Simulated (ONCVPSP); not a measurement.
# An all-electron radial function and its pseudo partner (F (Z = 9))

Columns: radius, all-electron u(r) and pseudo u(r) of the 2p shell (level -19.16 eV) of fluorine in the configuration [He] 2s2 2p4.5; PBEsol, scalar-relativistic, ONCV scheme, ONCVPSP 4.0.1.

```
r (bohr)  all-electron  pseudo
   0.060        0.0616  0.0229
   0.120        0.1916  0.0891
   0.180        0.3401  0.1917
   0.240        0.4824  0.3201
   0.300        0.6071  0.4616
   0.360        0.7105  0.6027
   0.420        0.7919  0.7314
   0.480        0.8525  0.8385
   0.540        0.8944  0.9190
   0.600        0.9202  0.9712
   0.660        0.9322  0.9961
   0.720        0.9331  0.9977
   0.780        0.9250  0.9808
   0.840        0.9098  0.9514
   0.900        0.8893  0.9156
   0.960        0.8646  0.8781
   1.020        0.8369  0.8421
   1.080        0.8071  0.8083
   1.140        0.7759  0.7760
   1.200        0.7440  0.7439
   1.260        0.7117  0.7116
   1.320        0.6794  0.6794
   1.380        0.6475  0.6474
   1.440        0.6161  0.6160
   1.500        0.5854  0.5854
   1.560        0.5556  0.5555
```

(1) How many radial nodes do the two functions have?

(2) At about which radius was the pseudo-wave matched?

(3) Where does each function peak?

(4) Is the pseudo-wave norm-conserving?

Answers

(1) The all-electron 2p function has n − l − 1 = 0; the pseudo-wave has 0.

(2) 1.20 bohr, where the columns begin to agree (steps of 0.06 bohr).

(3) Outermost all-electron maximum near 0.72 bohr, pseudo maximum near 0.72 bohr (to the table’s step).

(4) Yes: the ONCV scheme keeps the norm inside the radius equal to the all-electron one, which fixes the energy derivative of the logarithmic derivative at the level.
